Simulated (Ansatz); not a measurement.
```xyz
7

O    -0.036   -2.000    0.699
Al    0.867   -0.983   -0.317
Si   -0.451    1.131   -0.044
Zn   -1.299   -0.705    1.207
H     2.153   -1.380   -1.144
H    -1.316    1.654   -1.137
H     0.082    2.283    0.735
```

Total charge 0; spin multiplicity 1.

List the B3LYP/def2-TZVPP orbital energies in eV (the Gaussian-basis code of Ansatz). (Estimate.)

Computed: Occupied: -9449.93, -1798.91, -1524.31, -1149.09, -1012.49, -1012.47, -1012.38, -519.27, -143.46, -131.76, -112.29, -98.81, -98.75, -98.73, -88.03, -88.02, -87.82, -73.03, -72.86, -72.81, -24.42, -14.74, -14.06, -14.05, -13.95, -13.91, -13.72, -10.67, -10.06, -9.70, -8.77, -8.09, -7.14, -6.37. Lowest empty: -2.64, -1.69, -0.64, -0.24, 0.23, 0.99, 1.64, 1.64.

B3LYP here is the variant with VWN-RPA as its local correlation; programs differ in this.
